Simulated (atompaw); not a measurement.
**PBEsol PAW (atompaw) dataset for Mn (Z = 25), scalar-relativistic all-electron reference.**

- Element: manganese
- Generator: atompaw 4.2.0.5
- Type: PAW
- Functional: PBEsol
- Relativity: scalar-relativistic
- Frozen core: [Ar]
- Valence charge: 7
- Reference configuration: 3d5 4s1.75 4p0.25
- Partial waves: 4s (bound): rc 1.90 bohr; 4s channel at 3.35 Ry: rc 3.00 bohr; 4p (bound): rc 3.00 bohr; 4p channel at 4 Ry: rc 3.00 bohr; 3d (bound): rc 1.30 bohr; 3d channel at 2.45 Ry: rc 1.30 bohr
- Local potential: bessel scheme, radius 2.55 bohr
- Core correction: smooth core density matched at 2.60 bohr
- Augmentation charge: besselshape compensation charge, radius 2.20 bohr; PAW radius 3.00 bohr; waves and projectors: custom polynom2 7 10 vanderbiltortho

All-electron outer shells of the reference configuration (PBEsol, scalar-relativistic, ld1.x):

```csv
shell,level (eV),outermost node (bohr),outermost maximum (bohr)
3s,-86.07,0.34,0.74
3p,-54.91,0.31,0.75
3d,-7.21,–,0.76
4s,-5.39,1.05,2.51
4p,-1.56,1.16,3.38
```

**Question.** Estimate the cutoffs (Ry, on a coarse ladder) from which the occupation-weighted sum of valence levels, in a spherical-Bessel basis at the reference potential, stays within 10 and 1 mRy of its value at 400 Ry.

**Answer.** 300 Ry and over 300 Ry.

**Question.** Does the potential have ghost states?

**Answer.** No extra level below or beside the all-electron valence levels (s, p, d, f tested).

**Question.** Is the overlap operator S = 1 + Σ q|β⟩⟨β| positive definite (Bessel basis up to 400 Ry)?

**Answer.** Yes: its lowest eigenvalue is 0.69 (s channel).

**Question.** Which valence shell sets the plane-wave cutoff?

**Answer.** 3d: its level needs over 300 Ry to come within 1 mRy, against 18 Ry for 4s.
